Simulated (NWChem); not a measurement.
Program: NWChem. System: Mg (+1), charge 1, spin multiplicity 2. Its SCF solution wasn't tested for a lower state. Level: UMP2/def2-TZVP, 5 core orbitals frozen.

Output (cleaned and shortened):

```
             Northwest Computational Chemistry Package (NWChem) 7.3.0
             --------------------------------------------------------

                                NWChem Input Module
                                -------------------

 Scaling coordinates for geometry "geometry" by  1.889725989
 (inverse scale =  0.529177249)

                             Geometry "geometry" -> ""
                             -------------------------

 Output coordinates in angstroms (scale by  1.889725989 to convert to a.u.)

  No.       Tag          Charge          X              Y              Z
 ---- ---------------- ---------- -------------- -------------- --------------
    1 Mg                  12.0000     0.00000000     0.00000000     0.00000000

 Effective nuclear repulsion energy (a.u.)       0.0000000000

            Nuclear Dipole moment (a.u.)
            ----------------------------
        X                 Y               Z
 ---------------- ---------------- ----------------
     0.0000000000     0.0000000000     0.0000000000

      Symmetry information
      --------------------

 Group name             D2h
 Group number             26
 Group order               8
 No. of unique centers     1

      Symmetry unique atoms

     1


 Summary of "ao basis" -> "" (spherical)
 ------------------------------------------------------------------------------
       Tag                 Description            Shells   Functions and Types
 ---------------- ------------------------------  ------  ---------------------
 *                         def2-tzvp                  on all atoms

 Summary of "ao basis" -> "ao basis" (spherical)
 ------------------------------------------------------------------------------
       Tag                 Description            Shells   Functions and Types
 ---------------- ------------------------------  ------  ---------------------
 Mg                        def2-tzvp                12       32   5s4p3d

                                 NWChem SCF Module
                                 -----------------

  ao basis        = "ao basis"
  functions       =    32
  atoms           =     1
  alpha electrons =     6
  beta  electrons =     5
  charge          =   1.00
  wavefunction    = UHF
  use symmetry    = T
  symmetry adapt  = T

 Summary of "ao basis" -> "ao basis" (spherical)
 ------------------------------------------------------------------------------
       Tag                 Description            Shells   Functions and Types
 ---------------- ------------------------------  ------  ---------------------
 Mg                        def2-tzvp                12       32   5s4p3d

      Symmetry analysis of basis
      --------------------------

        ag         11
        au          0
        b1g         3
        b1u         4
        b2g         3
        b2u         4
        b3g         3
        b3u         4

 Forming initial guess at       0.0s

   Symmetry analysis of molecular orbitals - initial alpha
   -------------------------------------------------------

  Numbering of irreducible representations:

     1 ag          2 au          3 b1g         4 b1u         5 b2g
     6 b2u         7 b3g         8 b3u

  Orbital symmetries:

     1 ag          2 ag          3 b2u         4 b3u         5 b1u
     6 ag          7 b1u         8 b2u         9 b3u        10 ag
    11 ag         12 ag         13 b1g        14 b3g        15 b2g
    16 b1u

   Symmetry analysis of molecular orbitals - initial beta
   ------------------------------------------------------

  Numbering of irreducible representations:

     1 ag          2 au          3 b1g         4 b1u         5 b2g
     6 b2u         7 b3g         8 b3u

  Orbital symmetries:

     1 ag          2 ag          3 b3u         4 b2u         5 b1u
     6 ag          7 b3u         8 b2u         9 b1u        10 ag
    11 ag         12 b1g        13 b2g        14 ag         15 b3g
    16 b3u

 Starting SCF solution at       0.0s

 ----------------------------------------------
         Quadratically convergent UHF

 Convergence threshold     :          1.000E-07
 Maximum no. of iterations :          100
 Integral*density screening:          1.000E-09
[...]
  ----- ------------  ---------------      ----- ------------  ---------------
    17      0.783444  1 Mg pz                14      0.325018  1 Mg pz

 Vector    8  Occ=0.000000D+00  E=-1.698439D-01  Symmetry=b3u
              MO Center= -1.3D-20, -8.1D-31,  4.1D-31, r^2= 5.1D+00
   Bfn.  Coefficient  Atom+Function         Bfn.  Coefficient  Atom+Function
  ----- ------------  ---------------      ----- ------------  ---------------
    15      0.783444  1 Mg px                12      0.325018  1 Mg px

 Vector    9  Occ=0.000000D+00  E=-1.698439D-01  Symmetry=b2u
              MO Center= -1.7D-33, -2.0D-18,  9.7D-34, r^2= 5.1D+00
   Bfn.  Coefficient  Atom+Function         Bfn.  Coefficient  Atom+Function
  ----- ------------  ---------------      ----- ------------  ---------------
    16      0.783444  1 Mg py                13      0.325018  1 Mg py

                     UHF Final Beta Molecular Orbital Analysis
                     -----------------------------------------

 Vector    3  Occ=1.000000D+00  E=-2.602520D+00  Symmetry=b2u
              MO Center=  4.8D-21, -8.5D-20,  3.4D-21, r^2= 1.7D-01
   Bfn.  Coefficient  Atom+Function         Bfn.  Coefficient  Atom+Function
  ----- ------------  ---------------      ----- ------------  ---------------
     7      0.867993  1 Mg py                10      0.216713  1 Mg py

 Vector    4  Occ=1.000000D+00  E=-2.602520D+00  Symmetry=b3u
              MO Center= -3.5D-20,  6.3D-21,  2.5D-21, r^2= 1.7D-01
   Bfn.  Coefficient  Atom+Function         Bfn.  Coefficient  Atom+Function
  ----- ------------  ---------------      ----- ------------  ---------------
     6      0.867993  1 Mg px                 9      0.216713  1 Mg px

 Vector    5  Occ=1.000000D+00  E=-2.602520D+00  Symmetry=b1u
              MO Center= -4.4D-34, -7.3D-34,  1.4D-26, r^2= 1.7D-01
   Bfn.  Coefficient  Atom+Function         Bfn.  Coefficient  Atom+Function
  ----- ------------  ---------------      ----- ------------  ---------------
     8      0.867993  1 Mg pz                11      0.216713  1 Mg pz

 Vector    6  Occ=0.000000D+00  E=-2.360211D-01  Symmetry=ag
              MO Center=  1.3D-23, -1.5D-23, -3.0D-33, r^2= 3.8D+00
   Bfn.  Coefficient  Atom+Function         Bfn.  Coefficient  Atom+Function
  ----- ------------  ---------------      ----- ------------  ---------------
     4      0.588999  1 Mg s                  5      0.521781  1 Mg s
     3     -0.281655  1 Mg s

 Vector    7  Occ=0.000000D+00  E=-1.213562D-01  Symmetry=b2u
              MO Center=  3.7D-35, -1.1D-24, -9.1D-36, r^2= 5.8D+00
   Bfn.  Coefficient  Atom+Function         Bfn.  Coefficient  Atom+Function
  ----- ------------  ---------------      ----- ------------  ---------------
    16      0.894475  1 Mg py                13      0.167191  1 Mg py

 Vector    8  Occ=0.000000D+00  E=-1.213562D-01  Symmetry=b1u
              MO Center=  4.2D-18,  1.5D-18, -2.9D-17, r^2= 5.8D+00
   Bfn.  Coefficient  Atom+Function         Bfn.  Coefficient  Atom+Function
  ----- ------------  ---------------      ----- ------------  ---------------
    17      0.894475  1 Mg pz                14      0.167191  1 Mg pz

 center of mass
 --------------
 x =   0.00000000 y =   0.00000000 z =   0.00000000

 moments of inertia (a.u.)
 ------------------
           0.000000000000           0.000000000000           0.000000000000
           0.000000000000           0.000000000000           0.000000000000
           0.000000000000           0.000000000000           0.000000000000

  Mulliken analysis of the total density
  --------------------------------------

    Atom       Charge   Shell Charges
 -----------   ------   -------------------------------------------------------
    1 Mg  12    11.00   2.00  0.71  1.27  0.91  0.10  5.11  0.88  0.00  0.00  0.00  0.00  0.00

  Mulliken analysis of the alpha density
  --------------------------------------

    Atom       Charge   Shell Charges
 -----------   ------   -------------------------------------------------------
    1 Mg  12     6.00   1.00  0.37  0.62  0.91  0.10  2.56  0.44  0.00  0.00  0.00  0.00  0.00

   Mulliken analysis of the beta density
   -------------------------------------

    Atom       Charge   Shell Charges
 -----------   ------   -------------------------------------------------------
    1 Mg  12     5.00   1.00  0.35  0.65  0.00 -0.00  2.56  0.44 -0.00  0.00  0.00  0.00  0.00

   Mulliken analysis of the spin density
   -------------------------------------

    Atom       Charge   Shell Charges
 -----------   ------   -------------------------------------------------------
    1 Mg  12     1.00   0.00  0.02 -0.03  0.91  0.10 -0.00 -0.00  0.00 -0.00 -0.00  0.00 -0.00

       Multipole analysis of the density wrt the origin
       ------------------------------------------------

     L   x y z        total         alpha         beta         nuclear
     -   - - -        -----         -----         ----         -------
     0   0 0 0      1.000000     -6.000000     -5.000000     12.000000

     1   1 0 0      0.000000      0.000000      0.000000      0.000000
     1   0 1 0      0.000000     -0.000000      0.000000      0.000000
     1   0 0 1     -0.000000      0.000000     -0.000000      0.000000

     2   2 0 0     -4.691127     -3.899324     -0.791802      0.000000
     2   1 1 0      0.000000      0.000000      0.000000      0.000000
     2   1 0 1     -0.000000      0.000000     -0.000000      0.000000
     2   0 2 0     -4.691127     -3.899324     -0.791802      0.000000
     2   0 1 1      0.000000      0.000000      0.000000      0.000000
     2   0 0 2     -4.691127     -3.899324     -0.791802      0.000000

                   NWChem MP2 Semi-direct Energy/Gradient Module
                   ---------------------------------------------

  Basis functions       =     32
  Molecular orbitals    =     32
  Frozen core           =      5
  Frozen virtuals       =      0
  Active alpha occupied =      1
  Active beta occupied  =      0
  Active alpha virtual  =     26
  Active beta virtual   =     27
  Use MO symmetry       = T
  Use skeleton AO sym   = T

  AO/Fock/Back tols     =   1.0D-09  1.0D-09  1.0D-09

          -------------------------------------------
          SCF energy                -199.363679799790
          Correlation energy           0.000000000000
          Singlet pairs                0.000000000000
          Triplet pairs                0.000000000000
          Total MP2 energy          -199.363679799790
          -------------------------------------------

          ---------------------------------------------------
                    Spin Component Scaled (SCS) MP2
          Same spin pairs                      0.000000000000
          Same spin scaling factor             0.333333333333
          Opposite spin pairs                  0.000000000000
          Opposite spin scaling fact.          1.200000000000
          SCS-MP2 correlation energy           0.000000000000
          Total SCS-MP2 energy              -199.363679799790
          ---------------------------------------------------

 -----------------------
 Performance information
 -----------------------

 Timer overhead =  1.57D-07 seconds/call

               Nr. of calls         CPU time (s)                 Wall time (s)                GFlops
             ---------------    -------------------     ------------------------------   -------------------
Name         Min   Avg   Max    Min     Avg     Max     Min     Avg     Max   Mx/calls   Min     Max     Sum
mp2: tota     1     1     1   8.05E-3 8.05E-3 8.05E-3  8.05E-3 8.05E-3 8.05E-3 8.05E-3   0.0     0.0     0.0

 The average no. of pstat calls per process was 1.00D+00
 with a timing overhead of 1.57D-07s

 Task  times  cpu:        0.1s     wall:        0.1s

 Total times  cpu:        0.1s     wall:        0.1s
```

Task: Write an NWChem input that would produce this output.

Result: This is not unique; one that fits is 
```
start mol
memory heap 200 mb stack 900 mb global 1100 mb
charge 1
geometry units angstroms nocenter noautoz
  Mg     0.000000     0.000000     0.000000
  symmetry group D2h
end
basis spherical
  * library def2-tzvp
end
scf
  uhf
  nopen 1
  maxiter 100
  thresh 1e-7
  semidirect memsize 60000000 filesize 0
  # guess.movecs holds the orbitals of an unrestricted PBE0 run
  vectors input guess.movecs output mol.movecs
end
mp2
  freeze core 5
end
task mp2 energy
```
